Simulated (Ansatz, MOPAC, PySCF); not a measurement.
Noncovalent pair: SiH4 (SMILES [SiH4]) (first 5 atoms) with H2S (SMILES S); geometry from B3LYP-D3(BJ)/def2-TZVP, rigid monomers moved along the line of their centres of mass till Si1···S6 is 5.27 Å.
(charge 0, multiplicity 1):
```xyz
8

Si     0.030    -0.044    -0.287
H     -0.705     1.128     0.239
H     -0.110    -0.071    -1.764
H     -0.545    -1.286     0.272
H      1.462     0.059     0.063
S      0.247     0.109     4.978
H     -0.273     1.339     4.843
H     -0.957    -0.476     4.873
```

Counterpoise-corrected where a basis set is named; no monomer relaxation. Rows marked so take none.

Frozen-core correlation. CBS(a, b) extrapolates the correlation energy as X⁻³ and adds the Hartree–Fock energy of set b. Rows in 3-21G, 6-31G* carry no dispersion term and start afresh at each structure (6-31G* with six Cartesian d functions). MP2/6-31G* freezes PySCF's default core. The state that PM3, PM7 reach isn't checked; PM7 holds dispersion and hydrogen-bond terms.

Run with Ansatz (a first-principles code); MOPAC for PM3, PM7 (differences of heats of formation); PySCF for 3-21G rows, 6-31G* rows, the dispersion terms. Values without a source in brackets are computed.

Other levels give for the interaction energy: PBE/def2-TZVPPD -0.21; B3LYP/def2-TZVPPD -0.01; B3LYP-D3(BJ)/def2-TZVPPD -0.32; wB97M-V/def2-TZVPPD -0.34; CCSD(T)/CBS(aug-cc-pV(D+d)Z, aug-cc-pV(T+d)Z) -0.34 kcal/mol.

Common cheap choices:

| level | interaction energy (kcal/mol) | less -0.34 (CCSD(T)/CBS(aug-cc-pV(D+d)Z, aug-cc-pV(T+d)Z)) |
|---|---|---|
| PM3 | 0.15 | 0.48 |
| PM7 | -0.18 | 0.16 |
| HF/3-21G (no counterpoise) | -0.27 | 0.07 |
| HF/6-31G* | -0.11 | 0.22 |
| HF/6-31G* (no counterpoise) | -0.19 | 0.15 |
| B3LYP/6-31G* (no counterpoise) | -0.15 | 0.19 |
| M06-2X/6-31G* (no counterpoise) | -0.36 | -0.03 |
| MP2/6-31G* (no counterpoise) | -0.30 | 0.03 |
